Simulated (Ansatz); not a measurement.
Isomers of CH4FISi, relaxed with PBE0-D4/def2-TZVP in Ansatz; electronic energies, one conformer each and not always the lowest. Functionals use def2-TZVPP; CBS adds triple-zeta CCSD(T) − MP2 to the MP2 limit of def2-TZVPP and def2-QZVPP.

Elements past krypton have def2 core potentials. Outer-core shells of I are correlated without core-valence functions. Spin–orbit coupling is left out.

(1) Order them by energy at frozen-core CCSD(T)/CBS, lowest first. (Estimate.)
A. `FC[SiH2]I`
B. `C[SiH](F)I`
C. `FC([SiH3])I`

(2) How do r2SCAN-D4, B3LYP, B3LYP-D4, ωB97M-V place them (kJ/mol, against `C[SiH](F)I`)? (Best estimate.)

Answers

(1) B (0.0 kJ/mol), A (263.9 kJ/mol), C (389.5 kJ/mol).

(2) Computed: 
| isomer | r2SCAN-D4 | B3LYP | B3LYP-D4 | ωB97M-V |
| --- | --- | --- | --- | --- |
| `FC([SiH3])I` | 386.7 | 377.5 | 376.6 | 386.9 |
| `FC[SiH2]I` | 260.7 | 252.5 | 253.5 | 258.4 |

B3LYP here is the variant with VWN-RPA as its local correlation; programs differ in this.
